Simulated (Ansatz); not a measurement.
Ideal-gas functions of `[OH][AlH]/[CH]=C/F` at 600 K and 1 bar, from an Ansatz frequency run at PBE0-D4/def2-TZVP.

Molar mass 90.03 g/mol, point group Cs (symmetry number 1), electronic degeneracy 1, moments of inertia 45.62, 280.21, 325.83 u Å². Harmonic wavenumbers (cm⁻¹, unscaled): 96, 114, 181, 294, 356, 429, 503, 581, 685, 748, 850, 879, 995, 1106, 1189, 1364, 1665, 1940, 3162, 3194, 3969.

Use S(trans) = R[1.5 ln M + 2.5 ln T − 1.1517]; rotational temperatures θ = 24.2544 K / I; S(rot) = R[ln(√π/σ · √(T³/θAθBθC)) + 1.5]; for each mode x = 1.438777 ν̃/T, S = R[x/(eˣ − 1) − ln(1 − e⁻ˣ)] and H = RT x/(eˣ − 1); 1 cm⁻¹ = 0.0119627 kJ/mol; R = 8.31446 J/(mol·K).

Task: By hand: the entropy, in J/(mol·K).

Result: Translation 179.5. Rotation: θ = 0.5317, 0.0866, 0.0744 K, giving 120.6. Vibration, mode by mode: 20.54, 19.12, 15.32, 11.39, 9.88, 8.44, 7.24, 6.20, 5.06, 4.49, 3.70, 3.50, 2.81, 2.28, 1.95, 1.40, 0.78, 0.45, 0.04, 0.03, 0.01, in all 124.6. Electronic 0.0. Sum 424.7 J/(mol·K).

Task: By hand: H − E and G − E in kJ/mol, counted from the electronic energy.

Result: Zero-point energy ½ × 24300 × 0.0119627 = 145.3; thermal vibration 38.2; translation, rotation and pV give 4 RT = 20.0. H − E = 203.5 kJ/mol, and G − E = 203.5 − 600 × 424.7/1000 = -51.3 kJ/mol.

Vibration gives 29 % of the entropy, 39.7 J/(mol·K) of it from the modes under 150 cm⁻¹: soft modes count most, and the harmonic formula is weakest for them. The sum counts one conformer and one mirror image; others add a mixing term.
